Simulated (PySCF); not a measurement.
## Relaxation of singlet PbF₂

All numbers come from PBE0 in PySCF with Pb def2-TZVP with ECP60, F def2-TZVP; scalar-relativistic core potentials, no spin–orbit coupling; density-fitted integrals. A (50,194) grid was used.

A hand-made bent start, of C2v symmetry, held to at least that symmetry:

```xyz
3
charge 0 multiplicity 1, angstrom
Pb    0.0000    0.0000   -0.1843
F     1.7038    0.0000    1.0087
F    -1.7038    0.0000    1.0087
```

Optimiser trace:
```json
{"step": "0", "E − E(last) (kJ/mol)": "9.96", "largest gradient (Eh/bohr)": "0.01110"}
{"step": "1", "E − E(last) (kJ/mol)": "2.20", "largest gradient (Eh/bohr)": "0.00647"}
{"step": "2", "E − E(last) (kJ/mol)": "0.02", "largest gradient (Eh/bohr)": "0.00113"}
{"step": "3", "E − E(last) (kJ/mol)": "0.00", "largest gradient (Eh/bohr)": "0.00091"}
{"step": "4", "E − E(last) (kJ/mol)": "0.00", "largest gradient (Eh/bohr)": "0.00000"}
```

It ends at C2v with Pb–F 2.038 Å (×2); F–Pb–F 96.5° (after a last refinement on a finer grid). A frequency run shows a minimum.

Final geometry:
Coordinates in bohr (charge 0 multiplicity 1):
```
Pb    0.0000    0.0000   -0.3867
F     2.8731    0.0000    2.1772
F    -2.8731    0.0000    2.1772
```

With an element this heavy the missing spin–orbit coupling can shift these numbers.
